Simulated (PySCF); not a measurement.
Compound: C6H8NS (doublet state).
Z-matrix (Å and degrees, GFN2-xTB geometry), rows numbered from 1:
```
C 
C   1  1.3545
C   2  1.4108  1  129.28
C   3  1.3847  2  114.13  1  -179.58
C   4  1.3832  3  113.78  2    -0.16
N   5  1.3683  4  126.63  3   175.81
C   6  1.4410  5  120.86  4   164.02
S   5  1.7419  4  111.54  3    -0.13
H   1  1.0734  2  121.71  3   179.88
H   1  1.0746  2  120.28  3    -0.19
H   3  1.0744  2  121.45  1     0.47
H   4  1.0767  3  124.05  2   179.85
H   6  1.0108  5  114.08  4    19.54
H   7  1.0886  6  109.01  5   168.01
H   7  1.0970  6  112.66  5   -70.80
H   7  1.0897  6  108.71  5    49.30
```

The hyperfine couplings belong to this conformer and change with its torsions.

As a line formula: `[CH2]c1ccc(NC)s1` [radical].

Method used: UKS B3LYP, pcH-1 on C H N S, non-relativistic, mean-field spin-orbit, GIAO in PySCF. Isolated species at its GFN2-xTB geometry (one conformer only). The geometry wasn't refined by DFT: couplings that depend on bond lengths, twists or pyramidal angles can differ widely from those at the functional's own minimum. The frame is twisted about the C5–N6 bond at this geometry (dihedral C4–C5–N6–H13 = 20°); couplings at other torsion angles weren't computed. Stability of the SCF solution: not tested. ⟨S²⟩ is 0.774 where a pure state has 0.75.

Task: Break the g tensor into its mass correction, gauge correction and orbital-Zeeman/spin–orbit terms.

Result: 
```csv
Δg (ppm),1,2,3
relativistic mass correction,-164,-164,-164
gauge correction,0,38,31
orbital Zeeman/spin–orbit,-17,52,1696
total,-181,-73,1563
```

So g = 2.00214, 2.00225, 2.00388 and g_iso = 2.00276; the tensor is close to axial: the two nearest values differ by 6 % of g3 − g1. Axes: g2 points within 11° of the C5–S8 bond and g3 points within 4° of the C1–H10 bond.

Task: What effective moment and Curie constant follow for a powder?

Result: With the mean of g² = 4.0110 and S(S+1) = 0.75: μ_eff = √(⟨g²⟩S(S+1)) = 1.734 μB and χT = 0.12505·⟨g²⟩·S(S+1) = 0.376 cm³ K/mol (cgs; spin-Hamiltonian part alone).

Task: At 93.765 GHz, how far is the centre of the isotropic spectrum from where a free electron (g = 2.002319) resonates?

Result: B = hν/(g μB) with μB/h = 13.99624 MHz/mT gives 3345.77 mT for the free electron and 3345.04 mT at g_iso, 0.73 mT lower.

Task: What are the electron Larmor frequencies g μB B/h along the three axes at 1200 mT?

Result: 33.6269, 33.6287, 33.6562 GHz for g1, g2 and g3, a range of 29.3 MHz.

Task: In a frozen sample, at which fields do the three g values resonate at 9.5, 34, 94 and 263 GHz (hyperfine left aside), and which band first spreads them over more than twice a line width of 0.3 mT?

Result: 
| band | GHz | B(g3) mT | B(g2) mT | B(g1) mT | spread mT |
| --- | --- | --- | --- | --- | --- |
| X | 9.5 | 338.72 | 339.00 | 339.01 | 0.30 |
| Q | 34.0 | 1212.26 | 1213.25 | 1213.31 | 1.06 |
| W | 94.0 | 3351.54 | 3354.28 | 3354.46 | 2.92 |
| J | 263.0 | 9377.18 | 9384.84 | 9385.34 | 8.17 |

The spread grows in proportion to the frequency. Q band is the first where it exceeds 0.6 mT.

The Mulliken spin populations are largest on C1 (+0.57), C3 (+0.38), C5 (+0.27) and C2 (-0.18). Three atoms exceed +0.15. The angles at C1 add up to 360.0°, so it is planar.

The HOMO–LUMO gaps are 4.38 eV among the α and 4.35 eV among the β orbitals.
